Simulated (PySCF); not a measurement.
HS2, SMILES [S]S (connectivity only; charge and spin as stated), charge -1, multiplicity 1.

Geometry optimised at B3LYP-D3(BJ)/def2-TZVPD. The spin state was assumed, not searched. The isomer is the one that the SMILES or the coordinates give; other isomers of the formula were not compared.

Level of theory: ωB97X/def2-TZVPD run with PySCF.

Isolated molecule, no solvent.

total energy: -797.04733 hartree
point group: Cs
highest occupied level: -2.16 eV
lowest empty level: 4.71 eV
orbital gap: 6.87 eV
dipole moment about the centre of nuclear charge: 2.59 D
mean static polarisability: 66.9 bohr³ (9.92 Å³)
polarisability, principal values: 57.3, 60.5, 83.0 bohr³
